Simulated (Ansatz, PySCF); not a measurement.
H3P2, SMILES [PH]P, multiplicity 2. Atoms are numbered in the order given.

```xyz
5

P      0.9721    -0.4849     0.3719
P     -0.8766     0.2631    -0.4945
H      1.6819     0.6828    -0.0314
H     -1.0461     1.4535     0.2621
H     -1.7671    -0.5164     0.2861
```
Charge 0, spin multiplicity 2.

The structure is a stationary point at r2SCAN-D4/def2-TZVP. The isomer is the one that the SMILES or the coordinates give; other isomers of the formula were not compared.

Two levels are set side by side: PBE-D3(BJ)/def2-TZVP (Ansatz, a quantum-chemistry and plane-wave program) and r2SCAN-D4/def2-TZVP (Ansatz). Each level has its own optimised geometry; the coordinates shown are those of the second. Frequencies come from the Hessian of PySCF at each geometry. Differences are taken from unrounded values.

| quantity | r2SCAN-D4 |
|---|---|
| mean bond length (Å) | 1.609 |
| bond P1–P2 (Å) | 2.174 |
| bond P1–H3 (Å) | 1.425 |
| bond P2–H4 (Å) | 1.421 |
| bond P2–H5 (Å) | 1.418 |
| highest harmonic wavenumber (cm⁻¹) | 2407 |
| mean harmonic wavenumber (cm⁻¹) | 1233 |
| zero-point energy (kcal/mol) | 15.87 |

Q: What does PBE-D3(BJ) give, and how far is it from r2SCAN-D4? (An estimate is asked for; the answer gives what the named calculation found.)

A: 
| quantity | PBE-D3(BJ) | PBE-D3(BJ) minus r2SCAN-D4 |
|---|---|---|
| mean bond length (Å) | 1.620 | 0.011 |
| bond P1–P2 (Å) | 2.183 | 0.009 |
| bond P1–H3 (Å) | 1.437 | 0.012 |
| bond P2–H4 (Å) | 1.431 | 0.011 |
| bond P2–H5 (Å) | 1.428 | 0.011 |
| highest harmonic wavenumber (cm⁻¹) | 2344 | -63 |
| mean harmonic wavenumber (cm⁻¹) | 1197 | -37 |
| zero-point energy (kcal/mol) | 15.39 | -0.48 |
